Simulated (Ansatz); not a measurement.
Species: C$_{10}$H$_{9}$BS, SMILES `Bc1ccc(C=C)c2ccsc12` (charge 0, multiplicity 1).

**Question.** Give a relaxed geometry from B3LYP-D3(BJ)/def2-SVP (Ansatz, an electronic-structure program).

**Answer.** Several could match; the one computed here: the end point of this relaxation, one of several conformers (outside a Z-matrix the atoms follow the SMILES, hydrogens last).
Bonds (Å): B1–C2 1.533, B1–H13 1.207, B1–H14 1.207, C2–C3 1.411, C2–C12 1.418, C3–C4 1.395, C3–H15 1.093, C4–C5 1.404, C4–H16 1.091, C5–C6 1.470, C5–C8 1.423, C6–C7 1.342, C6–H17 1.094, C7–H18 1.093, C7–H19 1.093, C8–C9 1.442, C8–C12 1.421, C9–C10 1.362, C9–H20 1.089, C10–S11 1.743, C10–H21 1.089, S11–C12 1.750. Bond angles (°): C2–B1–H13 119.7, C2–B1–H14 121.0, H13–B1–H14 119.2, B1–C2–C3 120.8, B1–C2–C12 123.8, C3–C2–C12 115.5, C2–C3–C4 122.6, C2–C3–H15 118.2, C4–C3–H15 119.1, C3–C4–C5 121.5, C3–C4–H16 119.2, C5–C4–H16 119.2, C4–C5–C6 122.0, C4–C5–C8 118.0, C6–C5–C8 120.0, C5–C6–C7 126.4, C5–C6–H17 115.8, C7–C6–H17 117.9, C6–C7–H18 120.8, C6–C7–H19 122.5, H18–C7–H19 116.7, C5–C8–C9 128.9, C5–C8–C12 119.2, C9–C8–C12 111.8, C8–C9–C10 112.6, C8–C9–H20 124.4, C10–C9–H20 122.9, C9–C10–S11 113.3, C9–C10–H21 127.3, S11–C10–H21 119.4, C10–S11–C12 91.2, C2–C12–C8 123.1, C2–C12–S11 125.9, C8–C12–S11 111.0.
